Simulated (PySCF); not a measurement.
Job for PySCF: D3(BJ) and D4 dispersion corrections on CH6BP (SMILES CBP), a point of a torsion scan.

```python
from pyscf import gto
from pyscf.dispersion import dftd3, dftd4

mol = gto.M(
    atom='''
    C    -1.14875392    0.16026212   -0.24904338
    B     0.03871614   -0.29889803    0.65607346
    P     1.85007207    0.10831840    0.13384055
    H    -2.10799744    0.22691206    0.25946511
    H    -0.96710055    1.09535210   -0.77678823
    H    -1.25978912   -0.60066943   -1.02616101
    H    -0.14848407   -0.95906032    1.60626005
    H     2.08428703    0.84486695    1.28831346
    H     2.41237233   -1.01710231    0.72387941
    ''',
    basis='def2-svp',
    charge=0, spin=0, verbose=0, max_memory=1800)
d3, d4 = {}, {}
for xc in ['hf', 'pbe', 'blyp', 'revpbe', 'tpss', 'r2scan', 'b3lyp', 'pbe0', 'bhlyp', 'camb3lyp', 'b2plyp']:
    d3[xc] = float(dftd3.DFTD3Dispersion(mol, xc=xc, version='d3bj', atm=False).get_dispersion()['energy'])
    print(f'D3(BJ) {xc:10s} {d3[xc]:14.8f} Eh')
for xc in ['hf', 'pbe', 'blyp', 'revpbe', 'tpss', 'r2scan', 'b3lyp', 'pbe0', 'bhlyp', 'camb3lyp', 'b2plyp']:
    d4[xc] = float(dftd4.DFTD4Dispersion(mol, xc={'camb3lyp': 'cam-b3lyp'}.get(xc, xc), atm=True).get_dispersion()['energy'])
    print(f'D4     {xc:10s} {d4[xc]:14.8f} Eh')
```

Output:

```
D3(BJ) hf            -0.04789304 Eh
D3(BJ) pbe           -0.00573048 Eh
D3(BJ) blyp          -0.01232752 Eh
D3(BJ) revpbe        -0.01462745 Eh
D3(BJ) tpss          -0.00722968 Eh
D3(BJ) r2scan        -0.00156942 Eh
D3(BJ) b3lyp         -0.01007629 Eh
D3(BJ) pbe0          -0.00495102 Eh
D3(BJ) bhlyp         -0.00793869 Eh
D3(BJ) camb3lyp      -0.00448024 Eh
D3(BJ) b2plyp        -0.00469362 Eh
D4     hf            -0.01951069 Eh
D4     pbe           -0.00522729 Eh
D4     blyp          -0.01171944 Eh
D4     revpbe        -0.01705880 Eh
D4     tpss          -0.00707634 Eh
D4     r2scan        -0.00125531 Eh
D4     b3lyp         -0.00844924 Eh
D4     pbe0          -0.00437484 Eh
D4     bhlyp         -0.00624121 Eh
D4     camb3lyp      -0.00440476 Eh
D4     b2plyp        -0.00363436 Eh
```

The run finished.

Cost: about 0.03 core-seconds (a rough figure).
